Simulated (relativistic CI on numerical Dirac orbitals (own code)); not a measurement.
**Co+: 3s photoemission**

Computed with this model: Dirac-Coulomb-Breit CI, orbitals from a KLI potential per configuration, model QED (radiative potential, 1s self-energy scaled to tabulated hydrogen-like ionisation energies), valence Slater integrals scaled by 0.9, multiplet model of photoemission in the sudden approximation; configurations [Ar] 3d8 → [Ne] 3s 3p6 3d8; 300 K; Lorentzian 1.5 eV and Gaussian 0.6 eV FWHM. Energies are those of the free ion, without screening or charge transfer. The energies are binding energies and can lie tens of eV above those of solids. Without intra-shell correlation the exchange splitting of an s hole comes out too large, often by half or more. S is read from ⟨S²⟩ = S(S + 1).

free ion: ground-state S = 1.00, centroid 121.71 eV. Peaks (eV, height): 119.6 (100), 126.2 (50).

Strongest unbroadened transitions for free ion:

| Energy (eV) | Relative strength |
| --- | --- |
| 119.51 | 0.8 |
| 119.52 | 100.0 |
| 119.58 | 0.4 |
| 119.62 | 20.6 |
| 124.53 | 0.2 |
| 126.03 | 0.3 |
| 126.14 | 59.2 |
| 126.18 | 0.3 |
